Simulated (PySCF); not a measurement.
Harmonic spectrum computed at PBE0 in the def2-TZVP basis family (core potentials from Rb on, PySCF, no spin–orbit coupling):

```tsv
ω (cm⁻¹)	IR (km/mol)
253	14.1
366	10.7
588	6.4
986	15.8
1033	103
2079	1.7
```

Question: Which molecule gave it? In each, all ligands are bound to the one heavy central atom.
A. HAsO₂ (singlet)
B. HRuO₂ (doublet)
C. HNbO₂ (singlet)
D. HCoO₂ (triplet)

Answer: D. It has Cs symmetry with Co–H 1.459 Å, Co–O 1.560 Å (×2).
